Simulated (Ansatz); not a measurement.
Basis-set series for `[F][Sn]([F])([SeH])[SeH]`. The species carries charge 0 and has multiplicity 1. Sn takes the def2 core potential. The geometry is a stationary point of PBE0-D4/def2-TZVP. It is one conformer, not always the lowest.

Cartesian coordinates in Å:
```
F -2.210 0.432 -0.715
Sn -0.383 0.173 -0.236
F 0.248 1.969 -0.097
Se 0.593 -1.053 -2.172
Se -0.117 -0.790 2.048
H 1.814 -1.307 -1.393
H 0.055 0.576 2.566
```

```
functional       basis  functions  energy (Eh)  HOMO (eV)  LUMO (eV)
   PBE0-D4    def2-SVP        128  -5216.91605      -7.89      -2.50
   PBE0-D4  def2-TZVPP        236  -5217.77823      -8.00      -2.64
   ωB97M-V    def2-SVP        128  -5217.29257     -10.04      -0.50
   ωB97M-V  def2-TZVPP        236  -5218.15775     -10.16      -0.72
```

(1) Give the rows for def2-QZVPP. (Estimate.)

Results:

(1) Ansatz gave: 
| functional | basis | functions | energy (Eh) | HOMO (eV) | LUMO (eV) |
| --- | --- | --- | --- | --- | --- |
| PBE0-D4 | def2-QZVPP | 434 | -5217.89409 | -8.01 | -2.66 |
| ωB97M-V | def2-QZVPP | 434 | -5218.26964 | -10.17 | -0.79 |

Scalar relativity is left out up to krypton.
